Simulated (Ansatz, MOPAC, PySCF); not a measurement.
Molecule: BaF (charge 0, doublet). SMILES: [F][Ba]
Structure (B3LYP-D3(BJ)/def2-TZVP (Ansatz, an electronic-structure program) minimum search):
```
Ba
F 1 2.1684
```
Charge 0, spin multiplicity 2.

Quantity: size of the dipole moment, in D. Set-up: LANL2DZ with its own core potentials from Na on; six Cartesian d functions in 6-31G* and its kin unless marked 5d; no spin-orbit coupling; open shells spin-unrestricted; PM7 with its own dispersion and hydrogen-bond terms; def2 sets with scalar-relativistic core potentials past Kr. First-principles rows: single points at B3LYP-D3(BJ) geometries (Ansatz). Semi-empirical rows: dipoles at the shared geometry. The spin state of an ion or metal species was assumed, not searched.

```json
[
 {"level": "AM1", "program": "MOPAC", "size of the dipole moment (D)": "2.99"},
 {"level": "PM7", "program": "MOPAC", "size of the dipole moment (D)": "5.94"},
 {"level": "MNDO", "program": "MOPAC", "size of the dipole moment (D)": "3.71"},
 {"level": "SVWN5/6-31G* with LANL2DZ past Ar", "program": "Ansatz", "size of the dipole moment (D)": "3.04"},
 {"level": "PBE/LANL2DZ", "program": "Ansatz", "size of the dipole moment (D)": "3.74"},
 {"level": "PBE/def2-SVP", "program": "Ansatz", "size of the dipole moment (D)": "2.71"},
 {"level": "PBE/6-31G* with LANL2DZ past Ar", "program": "Ansatz", "size of the dipole moment (D)": "2.80"},
 {"level": "BLYP/6-31G* with LANL2DZ past Ar", "program": "Ansatz", "size of the dipole moment (D)": "2.99"},
 {"level": "BP86/def2-SVP", "program": "PySCF", "size of the dipole moment (D)": "3.02"},
 {"level": "BP86/6-31G* with LANL2DZ past Ar (5d)", "program": "PySCF", "size of the dipole moment (D)": "2.77"},
 {"level": "B3LYP/def2-SVP", "program": "Ansatz", "size of the dipole moment (D)": "3.05"},
 {"level": "B3LYP/6-31G* with LANL2DZ past Ar", "program": "Ansatz", "size of the dipole moment (D)": "3.29"},
 {"level": "PBE0/6-31G* with LANL2DZ past Ar", "program": "Ansatz", "size of the dipole moment (D)": "3.12"}
]
```

No value to compare with is used here. The 13 habitual levels span 2.71 (PBE/def2-SVP) to 5.94 D (PM7).

The levels are drawn from those run, B3LYP/6-31G* more often than the rest, none by its result; runs whose electronic state is in doubt are left out.
